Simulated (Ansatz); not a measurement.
Consider the ligand exchange at the Si–C bond: `C[SiH](O)F` + `O[SiH](O)S` → `O[SiH](O)S[SiH](O)F` + CH₄.

Gas-phase electronic energies from Ansatz, PBE0-D4/def2-TZVP geometries. CCSD(T)/CBS is the MP2 limit (def2-TZVPP, def2-QZVPP) plus CCSD(T) − MP2 in def2-TZVPP, frozen cores. This one scheme is used for every species. DFT in def2-TZVPP. One conformer a species, not always the lowest.

| species | ωB97M-V energy (Eh) |
| --- | --- |
| `C[SiH](O)F` | -505.82114 |
| `O[SiH](O)S` | -840.68096 |
| `O[SiH](O)S[SiH](O)F` | -1306.03961 |
| CH₄ | -40.49280 |

(1) Work out ΔE.

Largest T1 diagnostic among the species: 0.012.

## Answers

(1) ΔE = (-1306.03961) + (-40.49280) − (-505.82114) − (-840.68096) = -0.03031 Eh = -19.0 kcal/mol. CCSD(T)/CBS gives -19.0 kcal/mol.

The D4 term adds −3.0 kcal/mol with B3LYP and −1.7 kcal/mol with PBE0; it sums over pairs of atoms, weighted by their polarisabilities, and B3LYP, whose exchange is more repulsive, gets the larger term. In def2-TZVPP, CCSD(T) changes the Hartree–Fock value by −3.1 kcal/mol (the triples alone add −1.1 kcal/mol) and MP2 by −4.5 kcal/mol.

B3LYP here is the variant with VWN-RPA as its local correlation; programs differ in this.
